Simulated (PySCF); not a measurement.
Electric field gradients and quadrupole coupling constants

Species: C5H16O2Si2.
Cartesian coordinates in Å at the GFN2-xTB level; atoms count from 1:
```xyz
25
C5H16O2Si2 angstrom
C     -2.5387   -0.9714    0.2617
C     -1.2872   -0.6447    1.0681
C     -0.0336   -0.3879    0.2112
C      0.2662   -1.5953   -0.6814
C      1.1537   -0.0864    1.1322
Si     2.7784    0.3825    0.2366
O      2.5165    0.9342   -1.2641
O     -0.2558    0.7135   -0.6518
Si    -0.7461    2.2329   -0.4052
H     -2.4685   -1.9577   -0.1896
H     -3.4120   -0.9574    0.9102
H     -2.6844   -0.2366   -0.5265
H     -1.0701   -1.4619    1.7590
H     -1.4695    0.2541    1.6626
H     -0.5186   -1.7106   -1.4241
H      1.2103   -1.4575   -1.2006
H      0.3264   -2.4980   -0.0797
H      0.8585    0.7290    1.7950
H      1.3187   -0.9544    1.7691
H      3.6203   -0.8078    0.0943
H      3.4476    1.4309    1.0086
H      1.6121    1.0727   -1.5486
H     -2.0980    2.3232    0.1556
H     -0.6895    2.6992   -1.7855
H      0.1523    2.9797    0.4807
```

Field gradients from the PBE0/pcSseg-1 density (PySCF, non-relativistic), principal values in atomic units, ordered |Vxx| ≤ |Vyy| ≤ |Vzz|:

```
atom      Vxx      Vyy     Vzz
  O7  -0.3480  -1.0745  1.4225
  O8  -0.5503  -1.0794  1.6297
```

Q: Find the asymmetry η = (Vxx − Vyy)/Vzz and the couplings χ = eQV/h (234.96 MHz × Q in barn × V in au), with Q(17O) = −0.0256 b.

A: 
| atom | environment | nucleus | η | χzz (MHz) | χxx (MHz) | χyy (MHz) |
| --- | --- | --- | --- | --- | --- | --- |
| O7 | silanol oxygen | 17O | 0.51 | -8.56 | 2.09 | 6.46 |
| O8 | silyl ether oxygen | 17O | 0.32 | -9.80 | 3.31 | 6.49 |

Q: What is Vzz at O8 in SI units (1 au = 9.71736 × 10²¹ V/m²)?

A: 1.6297 au = 15.837 × 10²¹ V/m².

Q: And the gradient at the other heavy atoms, for which no coupling is worked out here?

A: 
```csv
atom,environment,Vzz (au),η
C1,methyl carbon,0.061,0.15
C2,chain CH2 carbon,-0.038,0.85
C3,sp3 carbon bound to oxygen,0.422,0.10
C4,methyl carbon,0.063,0.36
C5,sp3 carbon bound to silicon,-0.095,0.56
Si6,oxygen-bound silicon,0.338,0.54
Si9,oxygen-bound silicon,0.479,0.17
```

Were the hydrogens deuterons (Q(2H) = 0.00286 b), χzz would run from 106 kHz (H25 and H23) to 321 kHz (H22).

One conformer (not necessarily the lowest) at the GFN2-xTB geometry, without solvent, vibrations or thermal averaging. GFN2-xTB bond lengths can be off by several hundredths of an ångström, more for odd bonds, and the gradients follow them. With a basis this small, the couplings can be 20 % off.
